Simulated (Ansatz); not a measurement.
`B[SiH2][InH2]` and `N[SiH2][InH2]` differ in one atom or group.

Ansatz, PBE0-D4/def2-TZVP geometries, multiplicity 1. Each molecule was computed in one conformer, which needn't be the lowest.

Elements past krypton have def2 core potentials.

```
                                                                                  property  `B[SiH2][InH2]`
                                          size of the dipole moment (B3LYP/def2-TZVPP) / D             1.06
                                                         HOMO energy (PBE/def2-TZVPP) / eV            -6.04
                                                       HOMO–LUMO gap (PBE/def2-TZVPP) / eV             3.30
ideal-gas entropy at 298 K and 1 bar (rigid rotor, harmonic PBE0-D4/def2-TZVP) / J/(mol·K)              344
                                                        HOMO energy (PBE0/def2-TZVPP) / eV            -6.91
                                                   HOMO–LUMO gap (ωB97M-V/def2-TZVPP) / eV             8.36
```

Problem. Give the same properties after the change, and the shifts. (Estimate.)

Solution. The calculation gave: 
```json
{"property": "size of the dipole moment (B3LYP/def2-TZVPP) / D", "`N[SiH2][InH2]`": "1.45", "shift": "0.39"}
{"property": "HOMO energy (PBE/def2-TZVPP) / eV", "`N[SiH2][InH2]`": "-5.79", "shift": "0.25"}
{"property": "HOMO–LUMO gap (PBE/def2-TZVPP) / eV", "`N[SiH2][InH2]`": "3.10", "shift": "-0.20"}
{"property": "ideal-gas entropy at 298 K and 1 bar (rigid rotor, harmonic PBE0-D4/def2-TZVP) / J/(mol·K)", "`N[SiH2][InH2]`": "349", "shift": "5"}
{"property": "HOMO energy (PBE0/def2-TZVPP) / eV", "`N[SiH2][InH2]`": "-6.94", "shift": "-0.03"}
{"property": "HOMO–LUMO gap (ωB97M-V/def2-TZVPP) / eV", "`N[SiH2][InH2]`": "8.56", "shift": "0.20"}
```

Dipoles are sizes alone; their direction can turn.

B3LYP here is the variant with VWN-RPA as its local correlation; programs differ in this.
